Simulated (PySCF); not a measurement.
# Name the molecule from its bond curve

A diatomic of charge 0 contains Sr. Its singlet curve at PBE0 in a triple-zeta basis (spin-free X2C with a Gaussian nucleus, PySCF), in eV from the separated fragments:

| R (Å) | E (eV) |
| --- | --- |
| 1.633 | -2.919 |
| 1.709 | -3.617 |
| 1.785 | -4.013 |
| 1.842 | -4.157 |
| 1.899 | -4.198 |
| 1.956 | -4.158 |
| 2.032 | -4.010 |
| 2.127 | -3.718 |
| 2.241 | -3.276 |
| 2.393 | -2.623 |

The fit gives ωe = 709 cm⁻¹ and the rotational constant Bₑ = 0.3461 cm⁻¹.

Q: Which atom is the partner?

A: The minimum lies at 1.897 Å, so the reduced mass is 16.8576 u Å² cm⁻¹/(Bₑ·Re²) = 13.54 u. With Sr at 87.91 u the partner weighs about 16.0 u: O. The molecule is SrO.
